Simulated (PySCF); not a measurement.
Computed shifts of a molecule C2H5BF2O, B3LYP/pcSseg-1 (PySCF), GIAO, gas phase, equivalent atoms averaged, in ppm (number of nuclei): ¹³C: 61.2 (1), 25.1 (1). ¹⁹F: -79.5 (1), -90.1 (1). ¹H: 3.93 (1), 1.62 (3), 0.18 (1). References: ¹³C against TMS (σ = 181.3 ppm); ¹⁷O against H2O (σ = 333.8 ppm); ¹¹B against BF3 (σ = 86.3 ppm); ¹⁹F against CFCl3 (σ = 161.7 ppm); ¹H against TMS (σ = 31.68 ppm), references at their B3LYP-D3(BJ)/def2-TZVP geometries, non-relativistic. The structure is a stationary point at r2SCAN-D4/def2-SVP. One conformer was computed; it need not be the lowest.

Task: Which molecule gave these data?
A. C[C@@H](F)B(O)F
B. CB(O)C(F)F
C. CCOB(F)F
D. C[C@H](O)B(F)F

Result: D, C[C@H](O)B(F)F
